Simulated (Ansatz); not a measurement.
A nudged elastic band was laid between two geometries of C2H8AlGeN (13 atoms, charge 0, multiplicity 1).

The calculation used RKS PBE/def2-SVP (Ansatz).

```yaml
movable_images: 7
climbing_image: yes
spring: 5.0 eV/Å²
optimiser: quadratic models (default)
start_path: through a guess of the saddle point
force_threshold: 0.03 eV/Å
iteration_limit: 60
end_points: relaxed
```

First end point:

```xyz
13
Properties=species:S:1:pos:R:3
C -0.495 1.066 1.741
C -0.231 0.443 0.564
Ge -0.895 1.249 -1.094
Al 0.804 -1.223 0.622
N 1.233 -2.071 -0.891
H -1.068 2.013 1.815
H -0.150 0.660 2.713
H -1.869 0.279 -1.824
H -1.638 2.582 -0.789
H 0.281 1.533 -2.075
H 1.288 -1.854 2.009
H 1.769 -2.941 -0.935
H 0.992 -1.772 -1.840
```

Last end point:

```xyz
13
Properties=species:S:1:pos:R:3
C -0.500 1.062 1.739
C -0.219 0.451 0.560
Ge -0.879 1.261 -1.097
Al 0.828 -1.208 0.618
N 1.196 -2.097 -0.887
H -1.088 1.999 1.816
H -0.152 0.658 2.712
H -1.771 0.256 -1.881
H -1.710 2.538 -0.779
H 0.305 1.644 -2.031
H 1.368 -1.800 2.002
H 0.907 -1.833 -1.832
H 1.736 -2.966 -0.927
```

Task: Which bonds break or form, and what moves?

Result: No bond is made or broken. The height of N5 over the plane of its neighbours goes from 0.00 to 0.00 Å. The two ends are copies of one structure, up to a mirror image or an exchange of like atoms.

Task: What energy profile does the band end with?

Result: It converged. The highest image is number 4 of 0 to 8, 0.43 eV above the ends, which have the same energy within 2 meV. A vibrational analysis at the climbing image gives one clearly imaginary mode, 443i cm⁻¹: a first-order saddle point.

| image | path coordinate (Å) | energy (eV) | height of N5 over the plane of its neighbours (Å) |
| --- | --- | --- | --- |
| 0 | 0.00 | 0.00 | 0.00 |
| 1 | 0.49 | 0.03 | -0.01 |
| 2 | 0.98 | 0.16 | -0.05 |
| 3 | 1.48 | 0.34 | -0.14 |
| 4 | 1.97 | 0.43 | -0.21 |
| 5 | 2.47 | 0.34 | -0.14 |
| 6 | 2.97 | 0.15 | -0.05 |
| 7 | 3.47 | 0.02 | 0.00 |
| 8 | 3.97 | 0.00 | 0.00 |

Task: What is the geometry of the highest image?

Result: 
```xyz
13
Properties=species:S:1:pos:R:3:forces:R:3
C -0.479 1.058 1.742 -0.01 0.00 0.00
C -0.235 0.458 0.548 0.00 0.00 0.01
Ge -0.968 1.235 -1.095 0.00 0.00 0.00
Al 0.854 -1.170 0.562 0.00 0.00 0.00
N 1.217 -2.021 -0.995 0.00 0.00 -0.01
H -1.082 1.983 1.851 0.00 0.00 0.00
H -0.083 0.650 2.695 0.00 0.00 0.00
H -1.917 0.231 -1.805 0.00 0.00 0.00
H -1.767 2.528 -0.753 0.00 0.00 0.00
H 0.170 1.595 -2.091 0.00 0.00 0.00
H 1.370 -1.654 2.007 0.00 0.00 0.00
H 0.789 -2.920 -1.236 0.00 0.00 0.00
H 2.153 -2.008 -1.413 0.00 0.00 0.00
```

Task: What are the harmonic wavenumbers there?

Result: 443i, 64, 70, 120, 223, 231, 256, 272, 393, 409, 512, 547, 635, 669, 692, 741, 778, 820, 851, 858, 969, 1090, 1378, 1476, 1579, 1838, 2048, 2072, 2073, 2989, 3067, 3477, 3556 cm⁻¹.

Run time: 6.4 min on 2 threads of Arm Neoverse V1 (shared host), peak memory 0.19 GiB.
